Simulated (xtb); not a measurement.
F₃Zr, charge +1, singlet, at a GFN2-xTB geometry (such geometries of metal compounds can be far from the true shape) (the multiplicity is a formal guess), atoms displaced at random by about 0.1 Å a coordinate. Base run: GFN1-xTB (xtb 6.7.1).

Here is a job for xtb.
```
$ xtb mol.xyz --gfn 1 --chrg 1 --opt --json

# file mol.xyz
4

Zr     0.42055979     0.18530728     0.00383379
F      1.56617605    -0.55034141    -0.16984185
F     -0.79989042    -0.74190956     1.24217012
F     -0.86553068     0.26434174    -1.50219715
```

Base: optimiser steps 16.

A changed run: ΔE vs base (kJ/mol) -177.3; optimiser steps 19.

Name the change that produced these shifts.
A. engine = inertial
B. opt level = sloppy
C. opt level = loose
D. alpb = benzene
E. opt level = crude

D, alpb = benzene
